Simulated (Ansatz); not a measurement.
Ideal-gas functions of CH4InNSe (`N=[C]([SeH])[InH2]`) at 600 K and 1 bar, from an Ansatz frequency run at PBE0-D4/def2-TZVP.

Molar mass 223.83 g/mol, point group Cs (symmetry number 1), electronic degeneracy 1, moments of inertia 92.96, 594.022, 686.982 u Å². Harmonic wavenumbers (cm⁻¹, unscaled): 94, 105, 229, 240, 339, 379, 393, 533, 567, 647, 816, 835, 1223, 1632, 1810, 1838, 2409, 3445.

Use S(trans) = R[1.5 ln M + 2.5 ln T − 1.1517]; rotational temperatures θ = 24.2544 K / I; S(rot) = R[ln(√π/σ · √(T³/θAθBθC)) + 1.5]; for each mode x = 1.438777 ν̃/T, S = R[x/(eˣ − 1) − ln(1 − e⁻ˣ)] and H = RT x/(eˣ − 1); 1 cm⁻¹ = 0.0119627 kJ/mol; R = 8.31446 J/(mol·K).

Problem. By hand: the entropy, in J/(mol·K).

Solution. Translation 190.9. Rotation: θ = 0.2609, 0.0408, 0.0353 K, giving 129.8. Vibration, mode by mode: 20.72, 19.80, 13.40, 13.02, 10.26, 9.39, 9.11, 6.82, 6.37, 5.45, 3.94, 3.80, 1.83, 0.83, 0.59, 0.55, 0.18, 0.02, in all 126.1. Electronic 0.0. Sum 446.8 J/(mol·K).

Problem. By hand: H − E and G − E in kJ/mol, counted from the electronic energy.

Solution. Zero-point energy ½ × 17534 × 0.0119627 = 104.9; thermal vibration 37.5; translation, rotation and pV give 4 RT = 20.0. H − E = 162.4 kJ/mol, and G − E = 162.4 − 600 × 446.8/1000 = -105.7 kJ/mol.

Vibration gives 28 % of the entropy, 40.5 J/(mol·K) of it from the modes under 150 cm⁻¹: soft modes count most, and the harmonic formula is weakest for them. The sum counts one conformer and one mirror image; others add a mixing term.
